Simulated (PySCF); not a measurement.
Steps of a relaxation of [Yb(OH)3]−

[Yb(OH)3]− (singlet in the valence; each metal's 4f electrons, 14 of them, lie in its core potential, out of spins and levels). PySCF 2.14.0, RKS PBE0, Yb lcecp-0-SVP with ECP60, O def2-SVP, H def2-SVP; non-relativistic Hamiltonian with scalar-relativistic core potentials where named; density fitting; no spin-orbit coupling. Origin of the start: template. Columns: position (Å) and force (eV/Å). Energies are counted from the last step; some of the 14 steps are shown. Forces carry noise of the integration grid, about 0.01 to 0.03 eV/Å.

Run from Python with OMP_NUM_THREADS=2. Where DIIS fails, smearing, a level shift and second-order steps follow.
It took 42 s on 2 threads of Arm Neoverse V1, on a shared host, from the converged density of the start.

```xyz
7
step 0  E = 0.097 eV
Yb    0.0000    0.0000   -0.0047    -0.01    0.00   -0.15
O     2.2506    0.0000   -0.0047    -0.15    0.00    0.27
H     3.1506    0.0000    0.3453    -0.38    0.00   -0.22
O    -1.1253    1.9491   -0.0047     0.08   -0.13    0.27
H    -1.5753    2.7285    0.3453     0.19   -0.33   -0.22
O    -1.1253   -1.9491   -0.0047     0.08    0.13    0.27
H    -1.5753   -2.7285    0.3453     0.19    0.33   -0.22
```

```xyz
7
step 4  E = 0.027 eV
Yb    0.0000    0.0000   -0.0526    -0.01    0.00   -0.03
O     2.1957    0.0000    0.0385     0.10    0.00    0.10
H     3.1134    0.0000    0.3180    -0.08    0.00   -0.09
O    -1.0978    1.9016    0.0385    -0.05    0.09    0.10
H    -1.5567    2.6963    0.3180     0.04   -0.07   -0.09
O    -1.0979   -1.9015    0.0385    -0.05   -0.09    0.10
H    -1.5567   -2.6963    0.3180     0.04    0.07   -0.09
```

```xyz
7
step 9  E = 0.001 eV
Yb    0.0000    0.0000    0.1098    -0.01    0.00   -0.01
O     2.1942    0.0000    0.1252     0.00    0.00    0.01
H     3.1498    0.0000    0.1773     0.01    0.00   -0.01
O    -1.0971    1.9003    0.1252     0.00    0.01    0.01
H    -1.5749    2.7279    0.1773     0.00    0.01   -0.01
O    -1.0971   -1.9002    0.1252     0.00   -0.01    0.01
H    -1.5749   -2.7278    0.1773     0.00   -0.01   -0.01
```

**Question.** Where does the relaxation end?

**Answer.** It converges at step 13 in D3h:
```xyz
7
step 13  E = 0
Yb    0.0000    0.0000    0.1428
O     2.1951    0.0000    0.1445
H     3.1524    0.0000    0.1469
O    -1.0976    1.9011    0.1445
H    -1.5762    2.7300    0.1469
O    -1.0976   -1.9010    0.1445
H    -1.5762   -2.7300    0.1469
```

**Question.** How did the contacts change?

**Answer.** 
```json
{"contact": "Yb1–O2 (OH)", "start (Å)": "2.251", "end (Å)": "2.195"}
{"contact": "Yb1–O4 (OH)", "start (Å)": "2.251", "end (Å)": "2.195"}
{"contact": "Yb1–O6 (OH)", "start (Å)": "2.251", "end (Å)": "2.195"}
```


An lcecp potential fixes the number of 4f electrons, so in runs with it no electron can move into or out of that shell.
